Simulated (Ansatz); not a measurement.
```xyz
10

B    -1.457    0.477    0.353
As   -0.238   -1.018    0.118
N     1.107   -0.786    1.378
Ga    0.502    0.295   -1.777
H    -2.304    0.617   -0.480
H    -1.407    1.198    1.306
H     1.499   -1.677    1.651
H     0.773   -0.309    2.205
H     1.939    0.910   -1.708
H    -0.414    0.294   -3.045
```

Charge 0, multiplicity 1.

List the r2SCAN/def2-TZVPP orbital energies in eV (Ansatz 0.2.0). (Best estimate.)

Ansatz gave: Occupied: -11571.69, -10122.49, -1459.60, -1303.27, -1303.26, -1303.23, -1244.71, -1101.14, -1101.05, -1101.02, -385.33, -188.55, -180.48, -148.25, -135.16, -135.11, -135.00, -101.20, -100.95, -100.86, -42.01, -41.97, -41.91, -41.86, -41.85, -22.50, -20.78, -20.68, -20.60, -20.54, -20.53, -16.00, -12.69, -12.05, -11.37, -9.74, -8.68, -7.99, -7.69, -6.83, -5.77. Lowest empty: -2.96, -1.09, -0.47, 0.08, 1.13, 1.64, 2.25, 2.70.
